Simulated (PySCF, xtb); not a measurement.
C₂H₆Se, SMILES CC[SeH]. One conformer was computed; it need not be the lowest.

Harmonic wavenumbers (cm⁻¹) from xtb with GFN2-xTB at its own minimum, in rising order: 173, 231, 266, 528, 666, 788, 1002, 1012, 1075, 1219, 1232, 1405, 1438, 1486, 1491, 2046, 2965, 2974, 3020, 3026, 3037.

Question: What does TPSSh-D3(BJ)/def2-SVP (PySCF) give at its own minimum? (The exact figures need the calculation; the answer reports its results.)

Answer: 184, 253, 279, 550, 686, 811, 977, 1039, 1079, 1260, 1265, 1404, 1466, 1481, 1490, 2422, 3026, 3070, 3107, 3120, 3140. Paired by order, the mean absolute difference is 52 cm⁻¹ and the zero-point energies are 44.4 and 45.9 kcal/mol.
